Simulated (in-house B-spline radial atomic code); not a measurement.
A fraction x of an electron is removed from 5s in the zirconium ion Zr⁺, starting from [Kr] 4d2 5s1 and keeping the highest spin. Level of theory: scalar-relativistic (X2C) AM05, spin-polarised, spherical fractional occupations, Fermi nucleus of rms radius 4.2694 fm; calculated with an all-electron radial atomic-structure program (B-spline basis).

```tsv
x	E(x) - E(0) (eV)	5s up level (eV)
0	0.0000	-10.576
0.11	1.1983	-11.210
0.14	1.5372	-11.384
0.36	4.1815	-12.657
0.49	5.8759	-13.410
0.5	6.0102	-13.467
0.53	6.4169	-13.641
0.71	8.9657	-14.678
0.83	10.7684	-15.365
0.9	11.8578	-15.762
1	13.4622	-
```

The exact functional would give a straight line between the two integer points. Deviations E(x) - E(0) - x[E(1) - E(0)], in eV: -0.283 at x = 0.11, -0.348 at x = 0.14, -0.665 at x = 0.36, -0.721 at x = 0.49, -0.721 at x = 0.5, -0.718 at x = 0.53, -0.592 at x = 0.71, -0.405 at x = 0.83, -0.258 at x = 0.9.

The curve lies below the straight line by up to 0.721 eV (at x = 0.49): convex, the delocalisation error that favours fractional charges.

Task: How well does Slater's transition state (minus the level at half occupation) give the ionisation energy?

Result: It gives 13.467 eV against 13.462 eV from the two total energies; NIST lists 13.13 eV, ground level to ground level.
